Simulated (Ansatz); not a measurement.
Geometry optimisation, UKS PBE/def2-SVP (Ansatz).

Input file:

```yaml
crystal:
  periodic: [false, false, false]
  atoms:
    - { symbol: H, position_ang: [-0.346708, -0.384743, 0.842808] }
    - { symbol: O, position_ang: [0.691675, 0.192915, -1.086182] }
    - { symbol: Si, position_ang: [0.553637, 1.86198, -1.18797] }
    - { symbol: Ge, position_ang: [-0.592018, -1.841995, 1.232639] }
    - { symbol: H, position_ang: [1.215419, 2.604693, -0.055627] }
    - { symbol: H, position_ang: [-0.84013, 2.397142, -1.397562] }
    - { symbol: H, position_ang: [1.356223, 2.119107, -2.45538] }
    - { symbol: H, position_ang: [-0.384637, -1.978842, 2.763496] }
    - { symbol: H, position_ang: [-2.049492, -2.216215, 0.869015] }
    - { symbol: H, position_ang: [0.396031, -2.754143, 0.474562] }
magnetization:
  spin_polarized: true
  initial_magnetization: 1
basis:
  gaussian: { orbitals: def2-SVP }
hamiltonian:
  xc: pbe
relax:
  f_tol: 0.03
  max_steps: 50
```

Run as:

```bash
$ ansatz run input.yaml --threads 4 --pin off --max-ram 5120MiB --backend cpu --events-out ev --progress --plain --runs-dir out
```

Problem. Where does it end, and by what steps?

Solution. It converged. After 26 steps the energy has fallen by 1.363 eV; H1 moved furthest, 1.73 Å. Parted: H1–Ge4 (1.53 → 2.82 Å). Joined: H1–O2 (2.27 → 0.98 Å).

```json
{"step": "0", "energy less start (eV)": "0.0000", "largest force component (eV/Å)": "0.505", "accepted": "yes"}
{"step": "1", "energy less start (eV)": "-0.0599", "largest force component (eV/Å)": "0.412", "accepted": "yes"}
{"step": "2", "energy less start (eV)": "-0.1375", "largest force component (eV/Å)": "0.417", "accepted": "yes"}
{"step": "3", "energy less start (eV)": "-0.2861", "largest force component (eV/Å)": "1.020", "accepted": "yes"}
{"step": "4", "energy less start (eV)": "-0.8147", "largest force component (eV/Å)": "1.520", "accepted": "yes"}
{"step": "5", "energy less start (eV)": "0.2030", "largest force component (eV/Å)": "14.822", "accepted": "no"}
{"step": "6", "energy less start (eV)": "-1.0339", "largest force component (eV/Å)": "1.400", "accepted": "yes"}
{"step": "7", "energy less start (eV)": "-1.1681", "largest force component (eV/Å)": "0.361", "accepted": "yes"}
{"step": "8", "energy less start (eV)": "-1.2509", "largest force component (eV/Å)": "0.173", "accepted": "yes"}
{"step": "9", "energy less start (eV)": "-1.3016", "largest force component (eV/Å)": "0.164", "accepted": "yes"}
{"step": "10", "energy less start (eV)": "-1.3224", "largest force component (eV/Å)": "0.057", "accepted": "yes"}
{"step": "11", "energy less start (eV)": "-1.3268", "largest force component (eV/Å)": "0.155", "accepted": "yes"}
{"step": "12", "energy less start (eV)": "-1.3301", "largest force component (eV/Å)": "0.099", "accepted": "yes"}
{"step": "13", "energy less start (eV)": "-1.3351", "largest force component (eV/Å)": "0.167", "accepted": "yes"}
{"step": "14", "energy less start (eV)": "-1.3411", "largest force component (eV/Å)": "0.070", "accepted": "yes"}
{"step": "15", "energy less start (eV)": "-1.3463", "largest force component (eV/Å)": "0.145", "accepted": "yes"}
{"step": "16", "energy less start (eV)": "-1.3484", "largest force component (eV/Å)": "0.190", "accepted": "yes"}
{"step": "17", "energy less start (eV)": "-1.3519", "largest force component (eV/Å)": "0.151", "accepted": "yes"}
{"step": "18", "energy less start (eV)": "-1.3568", "largest force component (eV/Å)": "0.146", "accepted": "yes"}
{"step": "19", "energy less start (eV)": "-1.3580", "largest force component (eV/Å)": "0.047", "accepted": "yes"}
{"step": "20", "energy less start (eV)": "-1.3602", "largest force component (eV/Å)": "0.125", "accepted": "yes"}
{"step": "21", "energy less start (eV)": "-1.3612", "largest force component (eV/Å)": "0.144", "accepted": "yes"}
{"step": "22", "energy less start (eV)": "-1.3619", "largest force component (eV/Å)": "0.063", "accepted": "yes"}
{"step": "23", "energy less start (eV)": "-1.3627", "largest force component (eV/Å)": "0.045", "accepted": "yes"}
{"step": "24", "energy less start (eV)": "-1.3627", "largest force component (eV/Å)": "0.042", "accepted": "yes"}
{"step": "25", "energy less start (eV)": "-1.3633", "largest force component (eV/Å)": "0.040", "accepted": "yes"}
{"step": "26", "energy less start (eV)": "-1.3634", "largest force component (eV/Å)": "0.016", "accepted": "yes"}
```

```xyz
10
Properties=species:S:1:pos:R:3
H 1.245 0.197 0.512
O 1.218 0.290 -0.460
Si 0.394 1.650 -1.030
Ge -0.594 -1.821 1.236
H 1.007 2.929 -0.515
H -1.061 1.641 -0.635
H 0.512 1.597 -2.521
H -1.109 -2.407 2.583
H -1.755 -1.176 0.430
H 0.145 -2.899 0.399
```

Whether the end is a true minimum wasn't checked by a vibrational analysis.

The run took 67 s on 4 threads of Arm Neoverse N1, on a shared host, peak memory 0.22 GiB.
